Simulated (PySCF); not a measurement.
# Working out the ionisation energy of Fe

Fe [Ar] 3d6 4s2 (5D) → Fe⁺ [Ar] 3d6 4s1 (6D). All numbers are calculated (PySCF 2.14, scalar relativity by spin-free X2C-1e, in x2c-SVPall). Frozen: [Ar]. Energies in hartree (1 hartree = 27.21139 eV):

```
             part    Fe (lower)   Fe⁺ (upper)
              UHF  -1271.130856  -1270.894402
MP2 opposite-spin     -0.061490     -0.034146
    MP2 same-spin     -0.051957     -0.050371
```

**Question.** What does Hartree-Fock give?

**Answer.** (-1270.894402) − (-1271.130856) = 0.236454 hartree = 6.434 eV.

**Question.** What do MP2 and SCS-MP2 (6/5 opposite-spin, 1/3 same-spin) give?

**Answer.** The opposite-spin parts differ by 0.744 eV and the same-spin parts by 0.043 eV. MP2: 6.434 + (0.744) + (0.043) = 7.221 eV. SCS-MP2: 6.434 + 1.2 × (0.744) + (0.043)/3 = 7.341 eV.

Measured between the centres of the two terms (NIST): 7.904 eV, so MP2 (valence) is off by -0.683 eV.

A double-zeta basis recovers only part of the correlation energy.

What remains against the reference includes basis incompleteness, the frozen core and correlation beyond second order.
